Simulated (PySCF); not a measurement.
## Zr²⁴⁺: ionisation energy

Zr²⁴⁺ [Ne] 3s2 3p4 (3P) → Zr²⁵⁺ [Ne] 3s2 3p3 (4S), as a difference of total energies. Computed with PySCF 2.14 in an even-tempered Gaussian basis (18 s from 2.5 bohr⁻², ratio 2.5; 12 p from 3.2 bohr⁻², ratio 2.5; 5 d from 17 bohr⁻², ratio 2.7; 4 f from 25 bohr⁻², ratio 2.7), with the spin-free X2C one-electron Hamiltonian (Gaussian nucleus). Correlated levels: outer shells: 1s2 frozen; virtual orbitals above 40 to 60 times the deepest correlated orbital energy dropped. The calculations carry no spin-orbit coupling.

| method | ionisation energy (eV) |
| --- | --- |
| UHF | 1204.5 |
| PBE | 1207.3 |
| PBE0 | 1207.1 |
| r2SCAN | 1206.9 |
| BP86 | 1207.9 |
| B3LYP | 1207.4 |
| MP2 (outer shells) | 1205.5 |

Task: Estimate what LDA gives.

Result: 1207.0 eV, closest to PBE0 among the rows shown.

Task: Estimate what SCS-MP2 (outer shells) gives.

Result: 1205.5 eV, closest to MP2 (outer shells) among the rows shown.

Spin-orbit coupling is strong in these open shells (close to jj coupling). The scalar numbers leave it out and a first-order estimate fails, so it can dominate the gap to the real levels.

Breit and QED terms and the two-electron picture change are absent.

For comparison: 1205.4 ± 1.7 eV (semi-empirical (NIST evaluation); NIST Atomic Spectra Database, ionization energies).
